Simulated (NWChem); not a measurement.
System: CH$_{4}$BF$_{2}$N; SMILES NB(F)CF

NWChem input:

```
start job
memory heap 200 mb stack 900 mb global 1100 mb
geometry units angstroms noautosym nocenter noautoz
  N      1.368287     0.629617    -0.000401
  B     -0.019444     0.572083    -0.000381
  F     -0.753754     1.695395     0.000578
  C     -0.770319    -0.820639    -0.001838
  F      0.131378    -1.870723     0.000953
  H      1.912565    -0.222952    -0.000801
  H      1.899130     1.489877     0.000492
  H     -1.425118    -0.911696    -0.888415
  H     -1.430288    -0.911171     0.880916
end
basis spherical
  * library 6-311g**
end
dft
  xc xpbe96 cpbe96
  iterations 150
end
tddft
  cis
  ecut -13.0
  nroots 6
  notriplet
end
task tddft energy
```

Excerpt of the output:

```
             Northwest Computational Chemistry Package (NWChem) 7.3.0
             --------------------------------------------------------

                             Geometry "geometry" -> ""
                             -------------------------

 Output coordinates in angstroms (scale by  1.889725989 to convert to a.u.)

  No.       Tag          Charge          X              Y              Z
 ---- ---------------- ---------- -------------- -------------- --------------
    1 N                    7.0000     1.36828700     0.62961700    -0.00040100
    2 B                    5.0000    -0.01944400     0.57208300    -0.00038100
    3 F                    9.0000    -0.75375400     1.69539500     0.00057800
    4 C                    6.0000    -0.77031900    -0.82063900    -0.00183800
    5 F                    9.0000     0.13137800    -1.87072300     0.00095300
    6 H                    1.0000     1.91256500    -0.22295200    -0.00080100
    7 H                    1.0000     1.89913000     1.48987700     0.00049200
    8 H                    1.0000    -1.42511800    -0.91169600    -0.88841500
    9 H                    1.0000    -1.43028800    -0.91117100     0.88091600

 Effective nuclear repulsion energy (a.u.)     167.0095013923

  pbe96 is a nonlocal functional; adding pw91lda local functional.

                                 NWChem DFT Module
                                 -----------------

 Summary of "ao basis" -> "ao basis" (spherical)
 ------------------------------------------------------------------------------
       Tag                 Description            Shells   Functions and Types
 ---------------- ------------------------------  ------  ---------------------
 N                          6-311g**                 8       18   4s3p1d
 B                          6-311g**                 8       18   4s3p1d
 F                          6-311g**                 8       18   4s3p1d
 C                          6-311g**                 8       18   4s3p1d
 H                          6-311g**                 4        6   3s1p

            General Information
            -------------------
          SCF calculation type: DFT
          Wavefunction type:  closed shell.
          No. of atoms     :     9
          No. of electrons :    40
           Alpha electrons :    20
            Beta electrons :    20
          Charge           :     0
          Spin multiplicity:     1
          Use of symmetry is: off; symmetry adaption is: off
          Maximum number of iterations: 150
          AO basis - number of functions:   114
                     number of shells:    56
          Convergence on energy requested:  1.00D-06
          Convergence on density requested:  1.00D-05
          Convergence on gradient requested:  5.00D-04

[...]

                                NWChem TDDFT Module
                                -------------------

            General Information
            -------------------
           No. of orbitals :     228
            Alpha orbitals :     114
             Beta orbitals :     114
        Alpha frozen cores :       0
         Beta frozen cores :       0
     Alpha frozen virtuals :       0
      Beta frozen virtuals :       0
         Spin multiplicity :       1
    Number of AO functions :     114
        Use of symmetry is : off
      Symmetry adaption is : off
         Schwarz screening :  0.10D-07

              XC Information
              --------------
   PerdewBurkeErnzerhof Exchange Functional   1.00
     Perdew 1991 LDA Correlation Functional   1.00 local
    PerdewBurkeErnz. Correlation Functional   1.00 non-local

             TDDFT Information
             -----------------
          Calculation type : Tamm-Dancoff TDDFT
         Wavefunction type : Restricted singlets
          No. of electrons :      40
           Alpha electrons :      20
            Beta electrons :      20
              No. of roots :       6
          Max subspacesize :    5200
            Max iterations :     100
               Target root :       1
           Target symmetry : none
             Energy Cutoff :-0.13D+02
      Symmetry restriction : off
                 Algorithm : Optimal
        Davidson threshold :  0.10D-03

    6 smallest eigenvalue differences (eV)
--------------------------------------------------------
  No. Spin  Occ  Vir  Irrep   E(Occ)    E(Vir)   E(Diff)
--------------------------------------------------------
    1    1    3   21 a       -13.976     0.014   380.686
    2    1    3   22 a       -13.976     0.021   380.871
    3    1    3   23 a       -13.976     0.052   381.719
    4    1    3   24 a       -13.976     0.060   381.933
    5    1    3   25 a       -13.976     0.081   382.505
    6    1    3   26 a       -13.976     0.095   382.887
--------------------------------------------------------

  Entering Davidson iterations
  Restricted singlet excited states

  Iter   NTrls   NConv    DeltaV     DeltaE      Time
  ----  ------  ------  ---------  ---------  ---------
    1      6       0     0.13E+00   0.10+100        3.3
    2     12       1     0.91E-03   0.21E-02        3.3
    3     17       6     0.37E-05   0.48E-07        3.1
  ----  ------  ------  ---------  ---------  ---------
  Convergence criterion met

  Ground state a        -319.643679791722 a.u.

  ----------------------------------------------------------------------------
  Root   1 singlet a             13.995839139 a.u.              380.8463 eV
  ----------------------------------------------------------------------------
     Transition Moments    X  0.00001   Y -0.00003   Z  0.03959
     Dipole Oscillator Strength                    0.0146265550
     Electric Quadrupole                           0.0001948004
     Magnetic Dipole                               0.0003138271
     Total Oscillator Strength                     0.0151351826

[...]
```

Level: PBE/6-311G** (spherical d), restricted-window TDA. Coordinates come from a PBE0/def2-SVP optimisation. The quadrupole and magnetic terms of the printed total strengths depend on the origin.
